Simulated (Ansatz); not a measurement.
A short molecular-dynamics run on C$_{4}$H$_{7}$F$_{3}$ (`CCC(F)C(F)F`).

```yaml
crystal:
  periodic: [false, false, false]
  atoms:
    - {symbol: C, position_ang: [0.305622, -1.602897, -0.233387]}
    - {symbol: C, position_ang: [-0.754954, -0.539146, -0.468326]}
    - {symbol: C, position_ang: [-0.607717, 0.694587, 0.393221]}
    - {symbol: F, position_ang: [-0.728682, 0.354574, 1.730301]}
    - {symbol: C, position_ang: [0.727469, 1.398964, 0.252322]}
    - {symbol: F, position_ang: [0.954768, 1.672430, -1.057501]}
    - {symbol: F, position_ang: [0.697186, 2.576451, 0.916714]}
    - {symbol: H, position_ang: [1.295824, -1.268269, -0.551061]}
    - {symbol: H, position_ang: [0.071732, -2.504265, -0.802162]}
    - {symbol: H, position_ang: [0.359523, -1.879183, 0.821370]}
    - {symbol: H, position_ang: [-0.755642, -0.218561, -1.513647]}
    - {symbol: H, position_ang: [-1.748771, -0.948363, -0.265698]}
    - {symbol: H, position_ang: [-1.393352, 1.423275, 0.165462]}
    - {symbol: H, position_ang: [1.564094, 0.811204, 0.641191]}
basis:
  gaussian: {orbitals: "6-31G*"}
hamiltonian: {xc: {name: BLYP}}
md: {timestep: 1 fs, n_steps: 30, ensemble: nvt_langevin, temperature: 300, initial_velocities: maxwell_boltzmann, friction: 0.01, seed: 474}
```

```sh
$ ansatz run in.yaml --threads 4 --pin off --events-out ev --progress --plain --max-ram 11315MiB
```

```
step  time (fs)  potential energy (eV)  kinetic (eV)  T (K)  conserved (eV)
   0        0.0            -12409.1714        0.5041    279               –
   1        1.0            -12409.1336        0.4864    269               –
   2        2.0            -12409.0518        0.4248    235               –
   3        3.0            -12408.9757        0.3324    184               –
   4        4.0            -12408.9278        0.2756    152               –
   5        5.0            -12408.9082        0.2462    136               –
   6        6.0            -12408.9114        0.2608    144               –
   7        7.0            -12408.9223        0.2545    141               –
   8        8.0            -12408.9478        0.2815    156               –
   9        9.0            -12409.0052        0.3533    195               –
  10       10.0            -12409.0786        0.4453    246               –
  11       11.0            -12409.1154        0.4887    270               –
  12       12.0            -12409.0864        0.4729    261               –
  13       13.0            -12409.0199        0.3958    219               –
  14       14.0            -12408.9662        0.3436    190               –
  15       15.0            -12408.9316        0.3283    181               –
  16       16.0            -12408.9043        0.2958    163               –
  17       17.0            -12408.8662        0.2856    158               –
  18       18.0            -12408.8276        0.2535    140               –
  19       19.0            -12408.8197        0.2445    135               –
  20       20.0            -12408.8583        0.2856    158               –
  21       21.0            -12408.9225        0.3413    189               –
  22       22.0            -12408.9519        0.3836    212               –
  23       23.0            -12408.9288        0.3758    208               –
  24       24.0            -12408.9053        0.3736    206               –
  25       25.0            -12408.9107        0.3976    220               –
  26       26.0            -12408.9013        0.4229    234               –
  27       27.0            -12408.8572        0.3928    217               –
  28       28.0            -12408.8011        0.3269    181               –
  29       29.0            -12408.7671        0.2877    159               –
  30       30.0            -12408.7825        0.2939    162               –
```

Velocities are drawn at the set temperature; a run this short doesn't reach equilibrium.

Frames (Å, forces in eV/Å):

```xyz
14
time=0.0 fs
C     0.306   -1.603   -0.233    0.145   -0.242   -0.003
C    -0.755   -0.539   -0.468   -0.227   -0.033   -0.203
C    -0.608    0.695    0.393   -0.091    0.262   -0.373
F    -0.729    0.355    1.730   -0.101   -0.314    1.079
C     0.727    1.399    0.252    0.139   -0.495    0.309
F     0.955    1.672   -1.058    0.224    0.150   -1.295
F     0.697    2.576    0.917   -0.058    1.047    0.723
H     1.296   -1.268   -0.551    0.329    0.092   -0.095
H     0.072   -2.504   -0.802   -0.056   -0.323   -0.184
H     0.360   -1.879    0.821    0.019   -0.078    0.343
H    -0.756   -0.219   -1.514   -0.005    0.079   -0.345
H    -1.749   -0.948   -0.266   -0.327   -0.162    0.038
H    -1.393    1.423    0.165   -0.237    0.264   -0.143
H     1.564    0.811    0.641    0.244   -0.248    0.148
14
time=2.0 fs
C     0.308   -1.592   -0.220    1.413    0.530   -0.590
C    -0.759   -0.537   -0.480   -1.175   -0.640    0.376
C    -0.607    0.698    0.396   -0.713   -0.165   -0.458
F    -0.730    0.344    1.725    0.056   -0.496    1.317
C     0.718    1.395    0.258    0.375    0.103    0.023
F     0.953    1.674   -1.056    0.168    0.019   -1.108
F     0.708    2.579    0.918   -0.218    1.027    0.725
H     1.321   -1.289   -0.609   -0.487    0.162    0.480
H     0.106   -2.445   -0.822   -0.484   -1.314   -0.552
H     0.410   -1.907    0.819   -0.118    0.083    0.322
H    -0.792   -0.248   -1.534    0.193    0.162   -0.259
H    -1.783   -1.001   -0.282    0.831    0.540    0.005
H    -1.421    1.400    0.217   -0.212    0.546   -0.422
H     1.556    0.831    0.657    0.370   -0.556    0.141
14
time=4.0 fs
C     0.314   -1.580   -0.209    1.671   -0.267   -1.347
C    -0.767   -0.535   -0.488   -1.233   -0.852    0.128
C    -0.610    0.700    0.396   -1.401   -0.105   -0.403
F    -0.732    0.333    1.723    0.183   -0.637    1.388
C     0.712    1.391    0.265    0.990    0.354   -0.095
F     0.952    1.677   -1.055    0.102   -0.108   -0.838
F     0.720    2.584    0.919   -0.334    0.833    0.671
H     1.329   -1.303   -0.654   -0.727    0.296    0.854
H     0.122   -2.431   -0.854   -0.485   -0.855    0.006
H     0.447   -1.934    0.831   -0.245    0.340   -0.159
H    -0.818   -0.271   -1.568    0.345    0.113    0.361
H    -1.788   -1.040   -0.300    1.049    0.847    0.098
H    -1.454    1.390    0.262    0.141    0.463   -0.598
H     1.566    0.831    0.672   -0.056   -0.422   -0.065
14
time=6.0 fs
C     0.325   -1.572   -0.201    0.995   -1.363   -1.902
C    -0.779   -0.538   -0.493   -0.102   -0.479   -0.238
C    -0.619    0.700    0.397   -1.803    0.211   -0.401
F    -0.733    0.322    1.724    0.202   -0.642    1.296
C     0.711    1.388    0.269    1.193    0.464   -0.121
F     0.952    1.681   -1.056    0.061   -0.197   -0.571
F     0.730    2.590    0.924   -0.331    0.434    0.531
H     1.317   -1.302   -0.659   -0.349    0.448    0.782
H     0.127   -2.446   -0.884   -0.262    0.063    0.811
H     0.468   -1.947    0.843   -0.338    0.489   -0.504
H    -0.821   -0.284   -1.592    0.382    0.086    0.789
H    -1.755   -1.047   -0.318    0.137    0.501    0.321
H    -1.483    1.402    0.282    0.632    0.112   -0.586
H     1.571    0.809    0.677   -0.416   -0.126   -0.206
14
time=8.0 fs
C     0.339   -1.569   -0.199   -0.210   -1.677   -1.859
C    -0.793   -0.541   -0.497    1.602    0.171   -0.222
C    -0.635    0.701    0.397   -1.315    0.343   -0.393
F    -0.732    0.309    1.728    0.076   -0.485    1.011
C     0.715    1.387    0.273    0.814    0.438   -0.154
F     0.953    1.685   -1.058    0.069   -0.249   -0.337
F     0.740    2.597    0.931   -0.275    0.050    0.375
H     1.303   -1.284   -0.634    0.352    0.552    0.368
H     0.120   -2.459   -0.883   -0.017    0.438    0.981
H     0.472   -1.951    0.839   -0.325    0.483   -0.366
H    -0.815   -0.291   -1.593    0.302    0.121    0.709
H    -1.720   -1.037   -0.320   -1.254   -0.238    0.531
H    -1.491    1.418    0.270    0.688   -0.055   -0.394
H     1.568    0.784    0.677   -0.508    0.108   -0.250
14
time=10.0 fs
C     0.351   -1.570   -0.203   -0.851   -0.966   -1.456
C    -0.802   -0.546   -0.502    1.692    0.176    0.665
C    -0.656    0.704    0.397    0.088   -0.022   -0.367
F    -0.731    0.296    1.732   -0.150   -0.206    0.646
C     0.722    1.389    0.275    0.009    0.445   -0.275
F     0.955    1.689   -1.061    0.085   -0.274   -0.108
F     0.750    2.606    0.939   -0.198   -0.297    0.211
H     1.310   -1.250   -0.598    0.552    0.472    0.096
H     0.120   -2.451   -0.850    0.077    0.021    0.418
H     0.461   -1.943    0.825   -0.230    0.372    0.102
H    -0.800   -0.284   -1.571    0.129    0.181    0.026
H    -1.734   -1.035   -0.302   -1.035   -0.253    0.331
H    -1.466    1.433    0.235    0.053    0.188   -0.150
H     1.547    0.759    0.672   -0.222    0.162   -0.139
14
time=12.0 fs
C     0.359   -1.574   -0.213   -0.527    0.598   -0.648
C    -0.807   -0.551   -0.506    0.429   -0.272    1.622
C    -0.677    0.708    0.397    1.403   -0.403   -0.320
F    -0.732    0.283    1.737   -0.373    0.118    0.255
C     0.729    1.391    0.277   -0.868    0.574   -0.358
F     0.957    1.694   -1.063    0.117   -0.298    0.094
F     0.760    2.614    0.947   -0.111   -0.661    0.033
H     1.338   -1.201   -0.557   -0.039    0.044    0.036
H     0.123   -2.442   -0.798    0.039   -0.941   -0.600
H     0.441   -1.921    0.814   -0.137    0.265    0.524
H    -0.783   -0.268   -1.553   -0.088    0.178   -0.508
H    -1.790   -1.036   -0.267    0.461    0.302   -0.234
H    -1.435    1.457    0.192   -0.539    0.358    0.083
H     1.515    0.732    0.667    0.234    0.138    0.022
14
time=14.0 fs
C     0.364   -1.578   -0.224   -0.199    1.216   -0.040
C    -0.808   -0.557   -0.505   -0.359   -0.114    1.324
C    -0.695    0.712    0.398    1.967   -0.242   -0.354
F    -0.735    0.270    1.742   -0.537    0.402   -0.032
C     0.732    1.394    0.278   -1.385    0.569   -0.381
F     0.956    1.697   -1.065    0.137   -0.299    0.245
F     0.771    2.620    0.955   -0.056   -0.909   -0.093
H     1.363   -1.155   -0.522   -0.675   -0.458   -0.040
H     0.124   -2.469   -0.765    0.183   -0.934   -0.844
H     0.424   -1.891    0.818   -0.084    0.221    0.474
H    -0.767   -0.244   -1.556   -0.282   -0.056   -0.107
H    -1.833   -1.026   -0.238    1.299    0.477   -0.625
H    -1.417    1.501    0.158   -0.553   -0.052    0.347
H     1.485    0.705    0.661    0.544    0.181    0.126
14
time=16.0 fs
C     0.368   -1.582   -0.235   -0.627    0.211    0.506
C    -0.809   -0.562   -0.498   -0.116    0.522    0.277
C    -0.706    0.716    0.396    2.108    0.142   -0.284
F    -0.739    0.258    1.745   -0.602    0.624   -0.233
C     0.730    1.400    0.277   -1.376    0.297   -0.235
F     0.954    1.700   -1.065    0.130   -0.246    0.246
F     0.781    2.622    0.961   -0.063   -0.994   -0.160
H     1.362   -1.124   -0.489   -0.647   -0.636   -0.266
H     0.133   -2.532   -0.764    0.521    0.400   -0.151
H     0.410   -1.852    0.843   -0.062    0.176   -0.223
H    -0.752   -0.227   -1.567   -0.432   -0.302    0.518
H    -1.830   -0.991   -0.226    0.980    0.103   -0.644
H    -1.409    1.546    0.145   -0.350   -0.645    0.526
H     1.469    0.687    0.654    0.535    0.349    0.123
14
time=18.0 fs
C     0.372   -1.585   -0.246   -1.373   -0.556    1.248
C    -0.809   -0.566   -0.491    0.973    1.177   -0.454
C    -0.709    0.720    0.391    1.850    0.516    0.006
F    -0.747    0.247    1.745   -0.555    0.748   -0.365
C     0.722    1.405    0.277   -1.007    0.024   -0.140
F     0.952    1.699   -1.064    0.072   -0.170    0.187
F     0.791    2.623    0.964   -0.134   -0.997   -0.183
H     1.336   -1.109   -0.473    0.026   -0.444   -0.546
H     0.157   -2.581   -0.771    0.598    1.268    0.335
H     0.402   -1.803    0.866   -0.024   -0.011   -0.856
H    -0.746   -0.224   -1.557   -0.471   -0.284    0.428
H    -1.796   -0.950   -0.236   -0.302   -0.595   -0.309
H    -1.420    1.577    0.156   -0.023   -1.171    0.529
H     1.467    0.681    0.643    0.369    0.495    0.122
14
time=20.0 fs
C     0.372   -1.588   -0.254   -1.513   -0.154    1.477
C    -0.807   -0.569   -0.486    1.611    1.374   -0.444
C    -0.705    0.723    0.387    1.535    0.213    0.456
F    -0.756    0.239    1.745   -0.411    0.801   -0.431
C     0.709    1.411    0.277   -0.200   -0.292   -0.080
F     0.952    1.698   -1.063   -0.057   -0.081    0.091
F     0.800    2.622    0.966   -0.277   -0.862   -0.153
H     1.317   -1.107   -0.484    0.469   -0.203   -0.630
H     0.201   -2.585   -0.759    0.307    0.982    0.214
H     0.394   -1.751    0.857    0.080   -0.312   -0.600
H    -0.761   -0.234   -1.526   -0.321    0.001   -0.410
H    -1.778   -0.932   -0.262   -1.209   -1.002    0.091
H    -1.436    1.565    0.184   -0.003   -1.072    0.323
H     1.481    0.692    0.631   -0.011    0.607    0.096
14
time=22.0 fs
C     0.369   -1.590   -0.259   -0.876    1.590    1.204
C    -0.799   -0.569   -0.484    0.327    0.831    0.010
C    -0.696    0.729    0.384    1.422   -0.958    0.866
F    -0.764    0.232    1.743   -0.209    0.805   -0.384
C     0.696    1.414    0.276    0.676   -0.213   -0.037
F     0.951    1.696   -1.063   -0.214   -0.001   -0.042
F     0.806    2.620    0.966   -0.465   -0.667   -0.125
H     1.312   -1.115   -0.519    0.419   -0.075   -0.434
H     0.256   -2.544   -0.738   -0.232   -0.630   -0.553
H     0.385   -1.716    0.823    0.234   -0.537    0.406
H    -0.794   -0.236   -1.504   -0.107    0.226   -1.151
H    -1.800   -0.952   -0.284   -0.199   -0.524    0.129
H    -1.446    1.513    0.218   -0.461   -0.259   -0.009
H     1.506    0.728    0.620   -0.315    0.411    0.119
14
time=24.0 fs
C     0.366   -1.588   -0.260    0.090    2.742    0.579
C    -0.790   -0.568   -0.484   -1.217    0.235   -0.328
C    -0.682    0.731    0.383    1.082   -2.014    1.091
F    -0.773    0.226    1.740    0.033    0.756   -0.267
C     0.684    1.414    0.274    1.305    0.253   -0.016
F     0.953    1.693   -1.064   -0.340    0.014   -0.116
F     0.810    2.616    0.967   -0.679   -0.416   -0.102
H     1.323   -1.122   -0.574   -0.130   -0.172    0.018
H     0.299   -2.518   -0.739   -0.571   -1.579   -0.924
H     0.388   -1.699    0.808    0.360   -0.585    0.906
H    -0.838   -0.228   -1.514    0.099    0.055   -0.747
H    -1.833   -0.998   -0.289    1.171    0.244    0.056
H    -1.467    1.446    0.243   -0.848    0.547   -0.284
H     1.523    0.781    0.623   -0.355   -0.079    0.133
14
time=26.0 fs
C     0.364   -1.577   -0.261    0.778    0.990   -0.408
C    -0.785   -0.568   -0.483   -1.563    0.208   -1.385
C    -0.663    0.726    0.385   -0.537   -1.874    0.987
F    -0.784    0.221    1.738    0.313    0.658   -0.134
C     0.677    1.414    0.271    1.632    0.750   -0.056
F     0.954    1.691   -1.066   -0.425   -0.017   -0.095
F     0.814    2.612    0.967   -0.882   -0.101   -0.066
H     1.338   -1.138   -0.631   -0.595   -0.189    0.433
H     0.318   -2.549   -0.772   -0.623    0.000    0.037
H     0.404   -1.698    0.820    0.388   -0.465    0.355
H    -0.884   -0.219   -1.548    0.363   -0.299    0.388
H    -1.825   -1.042   -0.292    1.379    0.602    0.156
H    -1.515    1.394    0.260   -0.082    0.386   -0.341
H     1.528    0.833    0.636   -0.146   -0.649    0.129
14
time=28.0 fs
C     0.366   -1.563   -0.263    0.845   -0.889   -0.588
C    -0.787   -0.569   -0.487   -0.616    0.528   -1.873
C    -0.647    0.714    0.389   -2.344   -1.210    0.704
F    -0.796    0.216    1.735    0.559    0.528   -0.002
C     0.674    1.417    0.269    1.835    0.719   -0.001
F     0.956    1.687   -1.069   -0.450   -0.042   -0.039
F     0.816    2.606    0.966   -1.011    0.270   -0.001
H     1.334   -1.163   -0.671   -0.448    0.016    0.531
H     0.312   -2.588   -0.797   -0.580    1.310    0.796
H     0.430   -1.710    0.844    0.279   -0.208   -0.603
H    -0.924   -0.217   -1.573    0.593   -0.452    0.975
H    -1.770   -1.061   -0.292    0.365    0.354    0.412
H    -1.569    1.357    0.269    1.033   -0.019   -0.315
H     1.528    0.861    0.657   -0.060   -0.906    0.003
14
time=30.0 fs
C     0.371   -1.552   -0.265    0.339   -1.578   -0.270
C    -0.791   -0.569   -0.497    1.155    0.995   -1.520
C    -0.639    0.699    0.393   -2.829   -0.734    0.451
F    -0.806    0.210    1.733    0.707    0.373    0.114
C     0.678    1.421    0.268    1.856    0.083    0.187
F     0.956    1.684   -1.071   -0.394   -0.050    0.047
F     0.815    2.599    0.965   -0.993    0.530    0.061
H     1.317   -1.186   -0.690    0.192    0.338    0.275
H     0.285   -2.580   -0.795   -0.463    1.303    0.806
H     0.472   -1.729    0.851    0.069    0.054   -1.022
H    -0.942   -0.225   -1.572    0.620   -0.362    0.762
H    -1.705   -1.066   -0.280   -1.262   -0.337    0.718
H    -1.583    1.325    0.275    1.249    0.056   -0.346
H     1.527    0.850    0.680   -0.245   -0.671   -0.262
```

Hardware: 4 threads of an Arm Neoverse V2 on a shared host. Wall time 42 s, peak host memory 0.17 GiB.
